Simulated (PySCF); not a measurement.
C2Fe, SMILES [C]1[C][Fe]1, multiplicity 5. Atoms are numbered in the order given.

```xyz
3

Fe     0.0000     0.0000     0.5721
C      0.0000     0.6381    -1.2395
C      0.0000    -0.6381    -1.2395
```
Charge 0, spin multiplicity 5.

Geometry optimised at B3LYP-D3(BJ)/def2-TZVP. The spin state was assumed, not searched.

Method: TDA-ωB97X/def2-TZVPD (PySCF 2.14.0).

Vertical excitations. Gas-phase values at a fixed geometry.

| state | energy (eV) | λ (nm) | f | main pairs |
|---|---|---|---|---|
| root 1 | 0.34 | 3661 | 0.000 | β HOMO−1→LUMO+4 78 %, β HOMO−1→LUMO 13 % |
| root 2 | 0.43 | 2879 | 0.000 | β HOMO−1→LUMO+1 93 % |
| root 3 | 0.71 | 1742 | 0.000 | β HOMO−1→LUMO+3 86 % |
| root 4 | 1.13 | 1095 | 0.000 | β HOMO−1→LUMO+2 84 % |
| root 5 | 1.79 | 694 | 0.009 | β HOMO→LUMO+1 91 % |
| root 6 | 1.94 | 640 | 0.000 | β HOMO−1→LUMO 79 % |
| root 7 | 2.05 | 604 | 0.015 | β HOMO→LUMO 53 %, β HOMO→LUMO+2 29 % |
| root 8 | 2.24 | 553 | 0.004 | β HOMO→LUMO+3 86 % |
| root 9 | 2.67 | 464 | 0.000 | β HOMO−2→LUMO+2 57 %, β HOMO−2→LUMO 40 % |
| root 10 | 2.67 | 464 | 0.000 | β HOMO→LUMO+2 52 %, β HOMO→LUMO 35 % |
Unrestricted roots are not spin-pure.
